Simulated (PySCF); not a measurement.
Theory: PBE0-D3(BJ)/def2-SVP geometry optimisation, gas phase in PySCF 2.14.0. Rigid rotors, one computed conformer each. Atoms past krypton carry def2 core potentials.

Species:
1. `[CH3:1][CH2:2][C@H:3]([O:4][CH3:5])[CH:6]1[CH2:7][CH2:8][CH2:9][CH2:10]1` with C1–C2–C3–O4 59°, C2–C3–O4–C5 74°, C2–C3–C6–C7 -57°, C3–C6–C7–C8 -160°, C6–C7–C8–C9 16°, C7–C8–C9–C10 10°, C8–C9–C10–C6 -32°
2. `[NH3]->[Ag](<-[NH3])([Cl])[Cl]` (trans-Ag(NH3)2Cl2) [radical]
3. BEt2Me, `CCB(C)CC`

Rotational constants (MHz) and dipole components (D):

```csv
set,A,B,C,μa,μb,μc
P,2059,853.2,674.6,0.42,0.26,0.90
Q,4388,2157,1710,0.02,0.04,0.08
R,2856,1240,872.6,0.04,0.00,0.03
```

Question: Which set belongs to which species?

Answer: P = 1, Q = 3, R = 2.

- 1 (set P): mass 142.1 u, 10 heavy atoms, longest extent 7.5 Å, C1, asymmetric top, Ia, Ib, Ic = 245.5, 592.3, 749.2 u·Å².
- 2 (set R): mass 210.9 u, 5 heavy atoms, longest extent 5.5 Å, asymmetric top, Ia, Ib, Ic = 176.9, 407.7, 579.2 u·Å².
- 3 (set Q): mass 84.1 u, 6 heavy atoms, longest extent 6.3 Å, asymmetric top, Ia, Ib, Ic = 115.2, 234.3, 295.5 u·Å².

Point groups hold within 0.08 Å; constants that symmetry makes equal can differ a little in the computed geometry, and forbidden dipole components can keep a residue. No structure here is proved a minimum.

Neither the SCF state along the optimisation nor the shape of the open-shell metal species was proved the lowest: other solutions of the same spin, or a structure of lower symmetry, can lie below.
